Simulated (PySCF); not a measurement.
# Diatomic cations of Cs with the sixth-period p block

PBE with double-zeta basis sets in PySCF, for the lowest determinant that a PBE0 search found; no spin–orbit coupling. De refers to high-spin ground-configuration atoms (the charge goes to the atom of lower measured ionisation energy or higher electron affinity, which is not always the lowest computed limit). A positive dipole points towards Cs; it is taken about the centre of mass and depends on that origin.

```
 M     basis  charged atom  state (unpaired electrons)  Re (Å)  ωe (cm⁻¹)  De (eV)  μ (D)
Tl  def2-SVP           Cs+               doublet (σ ↑)   4.512       32.9      n/a   8.26
Pb  def2-SVP           Cs+          triplet (σ ↑, π ↑)   4.319       35.2      n/a   9.76
Bi  def2-SVP           Cs+         quartet (σ ↑, π ↑↑)   4.279       30.7      n/a  10.57
```

The shortest bond is that of CsBi⁺ (4.279 Å), the longest that of CsTl⁺ (4.512 Å).

The state changes along the series, so neighbouring rows are not always alike in their bonding.

These are scalar-relativistic numbers at best; spin–orbit coupling would shift them, the dissociation energy most. States were picked by a PBE0 search and need not be the measured ground states.
